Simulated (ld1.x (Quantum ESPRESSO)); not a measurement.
## Configuration tests for silicon (Si) (ultrasoft)

ld1.x (Quantum ESPRESSO) 7.5 input, shortened:

```
&input
   title='Si', zed=14., rel=2, dft='PZ', iswitch=3,
   config='[Ne] 3s2 3p0 3d-2', rel_dist='average'
 /
 &inputp
   pseudotype=3, tm=.true., lloc=-2, rcloc=0.75,
   nlcc=.false.,
   which_augfun='PSQ', rmatch_augfun_nc=.true.
 /
6
2S  1  0   2.00   0.00  0.95  1.00  0.0
3S  2  0   2.00   0.00  0.95  1.00  0.0
2P  2  1   6.00   0.00  0.85  1.15  0.0
3P  3  1   0.00   0.00  0.85  1.15  0.0
3D  3  2  -2.00   0.25  0.70  0.95  0.0
3D  3  2  -2.00   2.80  0.70  0.95  0.0
 &test
   configts(1)='2s2 2p6 3s2 3p0'
 /
```

Open shells are filled in proportion to 2j + 1 (rel_dist='average').

Energies are relative to the spin-unpolarised reference configuration 2s2 2p6 3s2 3p0; without spin polarisation the order of configurations can differ from experiment.

```csv
valence configuration,charge,ΔE all-electron (eV),error AE − PS (meV)
2s2 2p6 3s2 3p2,0,-23.943,-63
2s2 2p6 3s1 3p0,+3,34.145,-13
2s2 2p6 3s1 3p3,0,-17.137,-244
2s2 2p6 3s0 3p0,+4,79.244,-82
2s2 2p5 3s2 3p2,+1,86.140,-1007
```

(1) What are ΔE and the potential's error for 2s2 2p6 3s2 3p1?

(2) What are ΔE and the potential's error for 2s2 2p6 3s2 3p1.5?

## Answers

(1) ΔE = -16.114 eV all-electron; the error (AE − PS) is -28 meV.

(2) ΔE = -20.979 eV all-electron; the error (AE − PS) is -47 meV.
